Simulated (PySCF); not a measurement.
Ligand exchange on a metal centre used in film growth or etching (Zn F-CH3). All species are isolated molecules in the gas phase. One relaxed conformer stands for each flexible species; it need not be the lowest.

These are B3LYP-D3(BJ)/def2-TZVP // PBE-D3(BJ)/def2-SVP (PySCF) values and carry that method's errors. B3LYP has the VWN-RPA correlation part, as in Gaussian. 

```json
[
 {"species": "0 of 2 F replaced by CH3 ([Zn(F)2])", "HOMO (eV)": "-10.29", "charge on the central atom (meta-Löwdin) (e)": "?", "coordination number": "2", "HOMO–LUMO gap (eV)": "7.86"},
 {"species": "1 of 2 F replaced by CH3 ([Zn(F)(CH3)])", "HOMO (eV)": "-8.61", "charge on the central atom (meta-Löwdin) (e)": "1.18", "coordination number": "2", "HOMO–LUMO gap (eV)": "?"},
 {"species": "2 of 2 F replaced by CH3", "HOMO (eV)": "-6.95", "charge on the central atom (meta-Löwdin) (e)": "1.04", "coordination number": "2", "HOMO–LUMO gap (eV)": "?"}
]
```

Problem. Fill in the missing entries.

Solution. 
- 0 of 2 F replaced by CH3 ([Zn(F)2]), charge on the central atom (meta-Löwdin) (e): 1.43
- 1 of 2 F replaced by CH3 ([Zn(F)(CH3)]), HOMO–LUMO gap (eV): 7.71
- 2 of 2 F replaced by CH3, HOMO–LUMO gap (eV): 6.85
